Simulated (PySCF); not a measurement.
C₄H₇FO, SMILES C(C)O/C=C\F.

Geometry: B3LYP-D3(BJ)/def2-SVP. The structure was generated by enumeration; whether it is a known compound was not checked. Other conformers were not sampled.

The numbers are results of TDA-PBE0/def2-SVPD in PySCF, not measurements.

Vertical excitations. The molecule is in vacuum. State labels are in the subgroup Cs.

Computed excitation energies, oscillator strengths and character:
```tsv
state	symmetry	energy (eV)	λ (nm)	f	main pairs
S1	A"	5.91	210	0.028	HOMO→LUMO 90 %
S2	A"	6.75	184	0.000	HOMO→LUMO+2 85 %
S3	A"	7.06	176	0.001	HOMO→LUMO+3 81 %
S4	A'	7.40	168	0.291	HOMO→LUMO+1 78 %, HOMO→LUMO+6 13 %
S5	A"	7.43	167	0.004	HOMO→LUMO+4 79 %
S6	A"	7.81	159	0.007	HOMO→LUMO+5 79 %, HOMO→LUMO+4 13 %
S7	A'	7.89	157	0.143	HOMO→LUMO+6 84 %
S8	A"	8.12	153	0.017	HOMO→LUMO+7 90 %
S9	A"	8.60	144	0.000	HOMO−1→LUMO+1 95 %
S10	A"	8.78	141	0.003	HOMO→LUMO+8 91 %
T1	A'	4.31	288	0	HOMO→LUMO+1 95 %
T2	A"	5.62	221	0	HOMO→LUMO 82 %
T3	A"	6.68	186	0	HOMO→LUMO+2 78 %
T4	A"	6.84	181	0	HOMO→LUMO+3 47 %, HOMO→LUMO+4 21 %, HOMO→LUMO+5 16 %, HOMO→LUMO 9 %
```
Triplets are in the Tamm–Dancoff approximation.
